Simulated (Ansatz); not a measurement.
Cu₃O₄⁻, relaxed as a singlet with RKS B3LYP-D4/def2-SVPD in Ansatz, starting from the GFN1-xTB geometry. Force threshold 0.02 eV/Å.

The structure holds 2 bond(s) between oxygen atoms. The relaxation made no stability test and no search for a lower SCF solution. No other spin state of charge -1 was run. Another isomer (singlet) lies 3.40 eV lower at r2SCAN-D4/def2-TZVPD; other spin states weren't run for this one.

Start:

```
atom   x (Å)   y (Å)   z (Å)
 Cu1  -1.420   0.057  -0.760
 Cu2   0.713  -1.037  -1.014
 Cu3   0.604   1.226  -0.248
  O4  -0.029  -0.468   1.838
  O5  -0.048   0.379  -2.101
  O6   1.116  -0.603   1.024
  O7  -0.936   0.446   1.261
```

```tsv
step	energy (eV)	largest force component (eV/Å)	SCF passes
1	-142088.0727	0.863	24
2	-142088.1763	0.507	33
3	-142088.2245	0.108	28
4	-142088.2304	0.074	27
5	-142088.2317	0.018	30
6	-142088.2318	0.007	30
7	-142088.2319	0.003	31
8	-142088.2319	0.003	31
9	-142088.2319	0.004	31
10	-142088.2319	0.006	30
11	-142088.2320	0.010	30
12	-142088.2321	0.014	30
13	-142088.2324	0.024	30
14	-142088.2334	0.054	28
15	-142088.2374	0.096	26
16	-142088.2498	0.257	30
17 (rejected)	-142088.2436	0.518	32
18	-142088.2685	0.080	27
19	-142088.2725	0.068	27
20	-142088.2728	0.052	28
21	-142088.2731	0.022	30
22	-142088.2731	0.006	30
```

Force components are those of the run's own axes.

End:

```xyz
7

Cu   -1.3081    0.2104   -0.5687
Cu    0.7213   -1.1032   -0.9753
Cu    0.8715    1.2077   -0.4588
O    -0.0777   -0.5313    1.7765
O    -0.0659    0.3570   -2.0249
O     1.0845   -0.3527    0.9121
O    -1.2256    0.2122    1.3392
```

Bonds lost: Cu3–O7 (atoms count from 1).

The force fell under the threshold at step 5, but the optimiser went on and released 0.041 eV more. No frequencies were taken in this run, so the end may be a saddle point.

It took 80 s on 4 threads of Intel Xeon 6975P-C on a shared host, peak host memory 0.76 GiB.
